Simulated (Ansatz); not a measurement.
`CC(=S)O[SiH2]O`, charge 0, multiplicity 1.

(1) Give a relaxed structure at PBE0-D4/def2-TZVP (Ansatz 0.2.0). (An estimate is asked.)

## Answers

(1) Computed: 
Cartesian coordinates in Å:
```
C 0.599 -1.181 0.891
C 1.060 -0.804 -0.479
S 2.408 -1.370 -1.176
O 0.268 0.056 -1.131
Si -1.092 0.895 -0.667
O -0.779 1.940 0.551
H 0.482 -0.285 1.510
H -0.382 -1.665 0.834
H 1.306 -1.860 1.360
H -2.117 -0.031 -0.146
H -1.497 1.584 -1.910
H -0.256 2.721 0.363
```
This is one stationary point; other conformers may exist.
